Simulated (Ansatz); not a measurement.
Tuning the range parameter of LC-ωPBE so that −HOMO meets the ionisation energy; basis def2-SVP, Ansatz. System: Al₈N₇H₂₂⁻, a nanocrystal cut from wurtzite AlN (hydrogen-capped). Total charge -1; singlet. Geometry: PBE-D4/def2-SVP. The ionised state is a doublet.

Geometry of the singlet:

Cartesian coordinates in Å:
```
Al 0.590 -0.874 3.090
N 0.079 -2.682 2.464
N -0.228 0.293 1.785
Al -1.408 -0.604 0.550
Al -1.733 2.520 -0.093
N -2.142 0.697 -0.648
Al 0.598 -3.151 0.612
N -0.220 -1.755 -0.444
Al -1.725 0.299 -2.509
Al 1.081 1.428 0.956
N 0.205 2.566 -0.310
N 2.091 0.140 -0.121
Al 1.090 -0.828 -1.500
Al 0.851 2.322 -2.130
N 0.213 0.527 -2.529
H -0.035 -0.654 4.565
H 2.203 -0.831 2.925
H -0.939 -2.815 2.583
H 0.515 -3.370 3.098
H -0.854 0.944 2.297
H -2.552 -1.450 1.324
H -2.060 2.646 1.510
H -2.473 3.622 -1.013
H -3.170 0.610 -0.572
H -0.021 -4.604 0.266
H 2.211 -2.977 0.589
H -0.842 -2.212 -1.138
H -2.045 -1.288 -2.772
H -2.464 1.307 -3.532
H 2.012 2.250 1.978
H 0.482 3.530 -0.055
H 2.561 -0.539 0.504
H 2.841 0.666 -0.602
H 2.027 -1.774 -2.401
H 0.276 3.431 -3.151
H 2.492 2.255 -2.064
H 0.494 0.355 -3.511
```

```
ω (1/bohr)  HOMO (eV)  LUMO (eV)  vertical IE (eV)  HOMO + IE (eV)
       0.1      -4.48       3.46              5.18            0.70
       0.2      -5.62       4.31              5.84            0.21
       0.3      -6.44       4.75              6.40           -0.04
```

Task: Estimate the row for 0.15 bohr⁻¹.

Result: 
```csv
ω (1/bohr),HOMO (eV),LUMO (eV),vertical IE (eV),HOMO + IE (eV)
0.15,-5.10,3.95,5.51,0.41
```

Task: Where does the tuning condition hold?

Result: Near ω = 0.28 bohr⁻¹, by linear interpolation.
